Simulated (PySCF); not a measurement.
## Ionising InN

LDA; PySCF, scalar-relativistic core potentials, basis sets In def2-TZVPPD with ECP28, N def2-TZVPPD. Neutral (UKS): triplet (π ↑↑), Re = 2.199 Å, ωe = 444 cm⁻¹, De = 2.52 eV, HOMO -4.61 eV, LUMO -4.41 eV.

InN⁻ (UKS): doublet (π ↑), Re = 2.023 Å, ωe = 592 cm⁻¹, De = 3.85 eV to In⁻ + N. The energies at the minima are -244.02198 hartree for InN and -244.08872 for InN⁻.

Q: Work out the adiabatic electron affinity, without and with harmonic zero-point energies (1 hartree = 27.2114 eV, 1 eV = 8065.5 cm⁻¹), and the change of the bond length.

A: At LDA: 0.06674 hartree = 1.816 eV between the minima; the zero-point term (444.0 − 592.0)/2 cm⁻¹ = -0.009 eV makes it 1.807 eV. Re changes by -17.6 pm against the neutral. The electron enters a π orbital; the charge polarises the partner, so the anion is bound more strongly.

These are scalar-relativistic numbers at best; spin–orbit coupling would shift them, the dissociation energy most. For an ion De counts to the pair picked by the measured ionisation energies or electron affinities, which need not be the lowest pair at this level. Counting both spins, an empty level lies below a filled one in some of these solutions, because spin and occupation are held. The highest Kohn–Sham level is positive in this anion. Much of that is self-interaction error, but it also means that the finite basis helps to hold the extra electron. States were picked by a PBE0 search and need not be the measured ground states.
